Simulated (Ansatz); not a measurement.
Cost and result for the atomization energy of CH₅ClFGaSi (`C[SiH2][Ga]([F])[Cl]`) (10 atoms, 9 bonds).

```xyz
10

C    -0.959    1.185    0.634
Si    0.121   -0.337    0.750
Ga    0.944   -0.990   -1.404
F     0.520   -0.098   -2.858
Cl    2.228   -2.642   -1.860
H    -1.821    1.001   -0.010
H    -1.323    1.466    1.625
H    -0.402    2.027    0.220
H     1.314   -0.106    1.609
H    -0.622   -1.505    1.294
```

Total charge 0; spin multiplicity 1. Correlated methods include outer-core shells of Ga, which these sets cover unevenly. Scalar relativity is left out up to krypton. Geometry: relaxed with PBE0-D4/def2-TZVP. It is one conformer, not always the lowest. Program: Ansatz. Hardware: A = 2 threads of an AMD EPYC 7R13 on a shared host; B = 2 threads of an AMD EPYC 7R13 on a shared host and a share of an NVIDIA H100 80 GB. Times are those of one run each, without the atoms' runs, and a repeat can differ threefold. Electronic energies, without spin–orbit coupling; frozen cores. CCSD(T)/CBS adds CCSD(T) − MP2 in def2-TZVPP to the MP2 limit, and its time is that of the two runs behind it. T1 = 0.013. With those shells the extrapolation isn't a true limit.

CCSD(T)/CBS is a level of theory with its own doubt, some kJ/mol a heavy atom from the limit and from the frozen cores, so smaller differences don't rank the functionals.

```csv
level,functions,wall time,atomization (kcal/mol),difference from CCSD(T)/CBS,per bond
BLYP-D4/def2-TZVPP [A],264,3.4 s,782.0,-13.8,-1.5
PBE-D4/def2-TZVPP (with forces) [A],264,4.1 s,798.6,2.8,0.3
CCSD(T)/def2-SVP [B],121,6 s,749.6,-46.2,-5.1
CCSD(T)/def2-TZVPP [B],264,6 s,777.8,-18.0,-2.0
MP2/def2-QZVPP [B],493,7.5 s,800.8,5.0,0.6
r2SCAN-D4/def2-TZVPP (with forces) [A],264,7.5 s,798.2,2.4,0.3
CAM-B3LYP-D4/def2-TZVPP [A],264,7.5 s,792.6,-3.2,-0.4
B2PLYP/def2-TZVPP [A],264,9.5 s,782.3,-13.5,-1.5
PBE-QIDH/def2-TZVPP [A],264,9.5 s,790.8,-5.0,-0.6
r2SCANh-D4/def2-TZVPP [A],264,9.5 s,793.7,-2.1,-0.2
ωB97X-V/def2-TZVPP [A],264,13 s,798.3,2.5,0.3
CCSD(T)/CBS(def2),–,14 s,795.8,0.0,0.0
ωB97M-V/def2-TZVPP (with forces) [A],264,19 s,793.0,-2.8,-0.3
```

From r2SCAN to r2SCAN0 (25 % exact exchange), in def2-TZVPP and without D4, the atomization energy moves by −11.0 kcal/mol: exact exchange takes away binding that semilocal exchange gives to molecules. Leaving LDA and LC-ωPBE aside and taking each functional with its dispersion term where it has one, the values, not all of them listed here, spread over 26.2 kcal/mol, from BHLYP-D4 to PBE-D4. LDA lies +101.0 kcal/mol from PBE without D4, its usual overbinding. At CCSD(T), def2-SVP lies −46.2 kcal/mol from the extrapolated value and def2-TZVPP −18.0 kcal/mol: correlation converges slowly with the basis, and small sets miss more of it in the bonded molecule than in its fragments.
